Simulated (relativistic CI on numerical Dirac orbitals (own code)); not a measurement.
**Ba⁵³⁺: computed level list**

Method of calculation: Dirac-Coulomb-Breit CI, orbitals from a KLI potential per configuration, model QED (radiative potential, 1s self-energy scaled to tabulated hydrogen-like ionisation energies), unscaled Slater integrals (own radial code, finite nucleus).

CI space (outside the closed core 1s2): 2s, 2p, 3s, 3p, 3d, 4s, 4p, 4d, 4f, 5s, 5p, 5d, 5f, 5g. Levels of other configurations are missing.

The lowest level is 2s 2S_1/2, with 100 % of that term; Hund's rules for 2s give 2S with J = 1/2, in agreement.

```csv
No.,Configuration,Term,J,E (eV),%,Next component (%)
1,2s,2S,1/2,0.00,100,
2,2p,2P°,1/2,126.32,100,
3,2p,2P°,3/2,562.76,100,
4,3s,2S,1/2,5973.66,100,
5,3p,2P°,1/2,6008.40,100,
6,3p,2P°,3/2,6138.14,100,
7,3d,2D,3/2,6148.79,100,
8,3d,2D,5/2,6187.94,100,
9,4s,2S,1/2,8031.95,100,
10,4p,2P°,1/2,8046.15,100,
11,4p,2P°,3/2,8100.68,100,
12,4d,2D,3/2,8105.15,100,
13,4d,2D,5/2,8121.71,100,
14,4f,2F°,5/2,8121.93,100,
15,4f,2F°,7/2,8130.07,100,
16,5s,2S,1/2,8973.81,100,
17,5p,2P°,1/2,8980.95,100,
18,5p,2P°,3/2,9008.76,100,
19,5d,2D,3/2,9011.04,100,
20,5d,2D,5/2,9019.52,100,
21,5f,2F°,5/2,9019.65,100,
22,5g,2G,7/2,9023.82,100,
23,5f,2F°,7/2,9023.82,100,
24,5g,2G,9/2,9026.31,100,
```

Energies count from the lowest computed level; ° marks odd parity.

The mean weight of the leading LS term, summed over parents, in these 24 levels is 100 %, and that of the leading jj configuration (from the same eigenvectors) 100 %.

At this charge energies of transitions that change n are usually good to better than 1 %, and those within a shell (Δn = 0) to a few per cent.
